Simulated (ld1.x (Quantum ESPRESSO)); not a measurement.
# tin: excitation energies, all-electron against TM

ld1.x (Quantum ESPRESSO) 7.5 input, shortened:

```
&input
   title='Sn', zed=50., rel=1, dft='PZ', iswitch=3,
   config='[Kr] 4d10 5s2 5p0'
 /
 &inputp
   pseudotype=2, tm=.true., lloc=2,
   nlcc=.false.
 /
3
5S  1  0   2.00   0.00  1.60  1.60  0.0
5P  2  1   0.00   0.00  2.50  2.50  0.0
4D  3  2  10.00   0.00  0.90  0.90  0.0
 &test
   configts(1)='4d10 5s2 5p0'
 /
```

Energies are relative to the spin-unpolarised reference configuration 4d10 5s2 5p0; without spin polarisation the order of configurations can differ from experiment. Spin-polarised rows fill each open shell by Hund’s rule, majority spin first.

```
        valence configuration  charge  ΔE all-electron (eV)  error AE − PS (meV)
                 4d10 5s2 5p2       0               -21.362                  +13
                 4d10 5s2 5p1      +1               -14.264                 +6.3
                 4d10 5s1 5p0      +3                31.451                 +7.6
               4d10 5s2 5p2.3    -0.3               -22.261                  +15
                 4d10 5s1 5p2      +1                -6.530                 -1.3
                 4d10 5s0 5p0      +4                73.009                  +40
               4d10 5s2 5p1.5    +0.5               -18.646                  +10
4d10 5s2 5p2 (spin-polarised)       0               -21.837                  +22
```

Task: What are ΔE and the potential's error for 4d10 5s2 5p1 (spin-polarised)?

Result: ΔE = -14.417 eV all-electron; the error (AE − PS) is +9.5 meV.

Levels in the configuration 4d10 5s2 5p1.5:

```tsv
level	all-electron (eV)	pseudo (eV)
4d	-29.701	-29.823
5s	-14.329	-14.344
5p	-7.050	-7.056
```

Note: ghost states, extra bound levels that the all-electron valence spectrum of the same l lacks: s at -219.3 eV, p at -98.7 eV. A true bound ghost makes a file unfit for plane-wave use.
